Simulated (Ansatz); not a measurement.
Reaction (silylene formation by 1,1-elimination): chlorotrimethylsilane → ethane + `C[Si]Cl`

Calculated with Ansatz (gas phase, PBE0-D4/def2-TZVP geometries, no zero-point term in ΔE). CCSD(T)/CBS is the MP2 limit (def2-TZVPP, def2-QZVPP) plus CCSD(T) − MP2 in def2-TZVPP, frozen cores. This one scheme is used for every species. DFT in def2-TZVPP. HSE06 is defined as in plane-wave codes.

`C[Si](C)(C)Cl`:

Cartesian coordinates in Å:
```
C 0.697 -1.393 0.870
Si 0.351 0.193 -0.043
C -0.314 -0.133 -1.751
C -0.779 1.309 0.929
Cl 2.164 1.188 -0.264
H 1.396 -2.020 0.313
H -0.229 -1.959 1.015
H 1.130 -1.192 1.852
H 0.377 -0.751 -2.328
H -0.470 0.801 -2.294
H -1.273 -0.658 -1.693
H -1.753 0.831 1.075
H -0.938 2.254 0.407
H -0.358 1.530 1.912
```

`CC`:

Z-matrix (Å, degrees):
```
C
C 1 1.519
H 1 1.093 2 111.4
H 1 1.093 2 111.4 3 120.0
H 1 1.093 2 111.4 3 -120.0
H 2 1.093 1 111.4 3 180.0
H 2 1.093 1 111.4 3 -60.0
H 2 1.093 1 111.4 3 60.0
```

`C[Si]Cl`:

Cartesian coordinates in Å:
```
C -0.452 0.293 0.267
Si 0.336 -0.102 -1.402
Cl 1.919 -1.286 -0.713
H -0.741 -0.632 0.777
H -1.334 0.929 0.154
H 0.272 0.799 0.917
```

Question: Is it downhill or uphill in electronic energy at CCSD(T)/CBS, and by how much? (Estimate.)

Answer: Ansatz gave: Uphill: ΔE = +2.61 eV.

Question: What do these levels give: PBE-D4, B97M-V, r2SCAN0-D4, HSE06-D4, BHLYP-D4, CAM-B3LYP-D4, PBE, r2SCAN, PBE0, CAM-B3LYP, CCSD/def2-SVP, MP2/def2-TZVPP? (Estimate.)

Answer: The calculation gave: PBE-D4 2.52, B97M-V 2.60, r2SCAN0-D4 2.82, HSE06-D4 2.67, BHLYP-D4 2.65, CAM-B3LYP-D4 2.60, PBE 2.38, r2SCAN 2.73, PBE0 2.56, CAM-B3LYP 2.47, CCSD/def2-SVP 2.29, MP2/def2-TZVPP 2.76 eV.

Largest T1 diagnostic among the species: 0.012.

In def2-TZVPP, CCSD(T) changes the Hartree–Fock value by +0.17 eV (the triples alone add +0.03 eV) and MP2 by +0.38 eV. At CCSD(T), def2-SVP lies −0.31 eV from the extrapolated value and def2-TZVPP −0.06 eV. The D4 term adds +0.21 eV with B3LYP and +0.12 eV with PBE0; it sums over pairs of atoms, weighted by their polarisabilities, and B3LYP, whose exchange is more repulsive, gets the larger term.

B3LYP here is the variant with VWN-RPA as its local correlation; programs differ in this.
